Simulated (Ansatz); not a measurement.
The same path of AlH4NO2 + H2 (10 atoms, charge 0, multiplicity 1) was run twice with different band settings. Lost on the way: H9–H10. Made: Al1–H9, N2–H10.

Method: RHF/cc-pVDZ in Ansatz.

Relaxed end points:

```xyz
10
Properties=species:S:1:pos:R:3
Al 0.109 -0.728 0.130
N -0.019 -0.112 1.789
H -0.866 0.007 2.310
H 0.773 0.091 2.368
O 1.670 -0.917 -0.540
H 1.843 -1.217 -1.416
O -1.251 -1.123 -0.829
H -2.160 -1.066 -0.590
H -0.417 3.565 1.656
H -0.307 2.824 1.643
```

```xyz
10
Properties=species:S:1:pos:R:3
Al -0.114 0.351 -0.040
N -0.034 0.403 2.024
H -0.863 -0.065 2.362
H 0.770 -0.122 2.335
O 1.340 -0.570 -0.328
H 1.996 -0.339 -0.964
O -1.625 -0.524 -0.031
H -1.985 -0.998 -0.762
H -0.115 1.872 -0.523
H 0.007 1.317 2.447
```

Common settings: movable images 7; climbing image yes; spring 5.0 eV/Å²; optimiser quadratic models (default); start path through a guess of the saddle point; iteration limit 60; end points relaxed.

| run | force threshold |
| --- | --- |
| 1 | 0.03 eV/Å |
| 2 | 0.2 eV/Å |

Task: What does each run give, and how far can it be trusted?

Result: Run 1: converged after 26 iterations, highest image 1.279 eV above the first end. Neighbouring images differ by up to 1.8 eV, so the band resolves the path poorly. A vibrational analysis at the climbing image gives one clearly imaginary mode, 1706i cm⁻¹: a first-order saddle point.
Run 2: converged after 18 iterations, highest image 1.291 eV above the first end. The threshold of 0.2 eV/Å is loose, so the images may lie well off the minimum-energy path. Neighbouring images differ by up to 1.8 eV, so the band resolves the path poorly. The order of the stationary point at the top wasn't checked.
The orbitals stay closed-shell, which can raise the energy where a bond breaks towards radicals; this wasn't checked here.
